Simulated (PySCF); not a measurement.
# Deuteron quadrupole couplings in `C=CN(C)[SiH2]P`

Species: C3H10NPSi.
Cartesian coordinates in Å at the GFN2-xTB level; atoms count from 1:
```xyz
16
C3H10NPSi angstrom
C     -2.114   -0.958    0.706
C     -0.832   -0.811    0.398
N     -0.230    0.295   -0.170
C     -1.086    1.411   -0.493
Si     1.454    0.389   -0.546
P      2.391   -1.534    0.100
H     -2.857   -0.201    0.536
H     -2.457   -1.874    1.150
H     -0.133   -1.618    0.594
H     -0.490    2.205   -0.933
H     -1.576    1.794    0.406
H     -1.856    1.111   -1.209
H      1.655    0.521   -1.997
H      2.005    1.585    0.113
H      2.440   -1.222    1.446
H      3.679   -1.083   -0.111
```

Level: PBE0/pcSseg-1 (PySCF, non-relativistic); Q(2H) = 0.00286 b; rigid geometry, the same for H and D, with no vibrational averaging.

Problem. Rank these positions by the coupling χzz of a deuteron there, largest first.
A. H7 (vinylic hydrogen)
B. H16 (P–H hydrogen)
C. H9 (vinylic hydrogen)
D. H12 (methyl hydrogen)
E. H14 (Si–H hydrogen)

Solution. A (233 kHz), C (210 kHz), D (201 kHz), B (146 kHz), E (103 kHz).

Problem. What are Vzz, η and χzz (234.96 MHz × Q × Vzz) at all hydrogens?

Solution. 
```tsv
atom	bonded to	bond length (Å)	Vzz (au)	η	χzz (kHz)
H7	C1	1.075	0.3467	0.09	233
H8	C1	1.074	0.3468	0.09	233
H9	C2	1.085	0.3118	0.13	210
H10	C4	1.086	0.3110	0.10	209
H11	C4	1.093	0.2988	0.05	201
H12	C4	1.093	0.2985	0.05	201
H13	Si5	1.472	0.1540	0.03	104
H14	Si5	1.473	0.1537	0.04	103
H15	P6	1.383	0.2143	0.07	144
H16	P6	1.381	0.2176	0.07	146
```

Problem. Average by the element that carries the hydrogen.

Solution. on C: 214 kHz over 6 positions, mean bond length 1.084 Å; on Si: 103 kHz over 2 positions, mean bond length 1.472 Å; on P: 145 kHz over 2 positions, mean bond length 1.382 Å.

Problem. How does χzz go with the bond length over the 6 C–H bonds?

Solution. A straight-line fit has a slope of -18.0 kHz for each 0.01 Å, with a correlation coefficient of -0.99, over lengths from 1.074 to 1.093 Å. The longer bonds have the smaller couplings here.

Geometry: GFN2-xTB, one conformer, isolated molecule. GFN2-xTB bond lengths can be off by several hundredths of an ångström, more for odd bonds, and the gradients follow them. The basis is small and wasn't made for field gradients, so the couplings can be 20 % off.
